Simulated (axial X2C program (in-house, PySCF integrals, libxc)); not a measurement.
**Spin–orbit effects down a group: molecules with Cu, PBE0**

All values come from calculations with an in-house all-electron X2C program for linear molecules (integrals from PySCF), spin-free (one-electron X2C) or two-component (2c: spin–orbit coupling with atomic mean-field Coulomb and Gaunt terms, which also bring small scalar terms), in Dyall basis sets with cores contracted in-house; open shells are unrestricted.

Basis sets: Be dyall-cv3z, Ca dyall-cv3z, Cu dyall-cv3z, Mg dyall-cv3z.

| molecule | spin-free state | Re (Å) | ωe (cm⁻¹) | De (eV) | 2c state | Re 2c (Å) | ωe 2c (cm⁻¹) | De 2c (eV) |
| --- | --- | --- | --- | --- | --- | --- | --- | --- |
| BeCu | M_S = 1/2, Λ = 0 | 2.058 | 476.5 | 1.43 | Ω = 1/2 | 2.058 | 476.1 | 1.43 |
| MgCu | M_S = 1/2, Λ = 0 | 2.474 | 239.7 | 0.90 | Ω = 1/2 | 2.475 | 239.5 | 0.89 |
| CaCu | M_S = 1/2, Λ = 0 | 2.694 | 190.2 | 1.29 | Ω = 1/2 | 2.694 | 190.1 | 1.29 |

(1) Work out the shifts from the spin-free to the two-component result.

Each entry is the lowest single determinant of a limited PBE0 search at one distance. De goes to single-determinant-based atoms at the same level (for ions the charge split of lowest energy) and is withheld (n/a) where an atom does not fit its ground term or J level. Main or longest-lived isotopes.

Answers

(1) 

```json
{"molecule": "BeCu", "2c state": "Ω = 1/2", "ΔRe (Å)": "0.000", "Δωe (cm⁻¹)": "-0.4", "ΔDe (eV)": "0.00"}
{"molecule": "MgCu", "2c state": "Ω = 1/2", "ΔRe (Å)": "0.001", "Δωe (cm⁻¹)": "-0.2", "ΔDe (eV)": "-0.01"}
{"molecule": "CaCu", "2c state": "Ω = 1/2", "ΔRe (Å)": "0.000", "Δωe (cm⁻¹)": "-0.1", "ΔDe (eV)": "0.00"}
```

Shifts of one unit in the last digit are rounding.
